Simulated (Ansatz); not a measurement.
Consider the hydrogenolysis of the Al–N bond: `C[NH][AlH][SH]` + H₂ → `[AlH2][SH]` + CH₃NH₂.

Gas-phase electronic energies from Ansatz, PBE0-D4/def2-TZVP geometries. CBS: MP2 limit from def2 TZ/QZ plus the TZ coupled-cluster correction, frozen cores. This one scheme is used for every species. DFT in def2-TZVPP. One conformer a species, not always the lowest.

`C[NH][AlH][SH]`:

Cartesian coordinates in Å:
```
C 1.125 -0.204 -0.792
N 0.164 -0.831 0.086
Al -1.219 -0.169 0.962
S -1.744 1.952 0.820
H 1.097 -0.619 -1.807
H 2.152 -0.299 -0.421
H 0.917 0.864 -0.880
H 0.343 -1.819 0.193
H -2.092 -1.121 1.864
H -0.742 2.246 -0.026
```

H₂:

Z-matrix (Å, degrees):
```
H
H 1 0.746
```

`[AlH2][SH]`:

Cartesian coordinates in Å:
```
Al -0.100 0.242 -0.596
S 1.065 -0.318 1.161
H 0.695 0.903 -1.789
H -1.657 -0.032 -0.599
H -0.002 -0.795 1.824
```

CH₃NH₂:

Z-matrix (Å, degrees):
```
C
N 1 1.453
H 1 1.092 2 109.4
H 1 1.100 2 115.4 3 -121.6
H 1 1.092 2 109.4 3 116.8
H 2 1.012 1 110.6 3 62.6
H 2 1.012 1 110.6 3 -179.3
```

```
         species  B2PLYP energy (Eh)
`C[NH][AlH][SH]`          -736.89114
              H₂            -1.16991
    `[AlH2][SH]`          -642.22390
          CH₃NH₂           -95.81051
```

(1) Work out ΔE.

Largest T1 diagnostic among the species: 0.011.

Results:

(1) ΔE = (-642.22390) + (-95.81051) − (-736.89114) − (-1.16991) = 0.02664 Eh = +69.9 kJ/mol. CCSD(T)/CBS gives +73.8 kJ/mol.

The D4 term adds +10.6 kJ/mol with B3LYP and +6.0 kJ/mol with PBE0; it sums over pairs of atoms, weighted by their polarisabilities, and B3LYP, whose exchange is more repulsive, gets the larger term. From PBE to PBE0 (25 % exact exchange), in def2-TZVPP and without D4, ΔE moves by −3.0 kJ/mol. Leaving LDA and LC-ωPBE aside and taking each functional with its dispersion term where it has one, the values, not all of them listed here, spread over 16.3 kJ/mol, from B97M-V to BLYP-D4. LDA lies +9.3 kJ/mol from PBE without D4.

B3LYP here is the variant with VWN-RPA as its local correlation; programs differ in this.
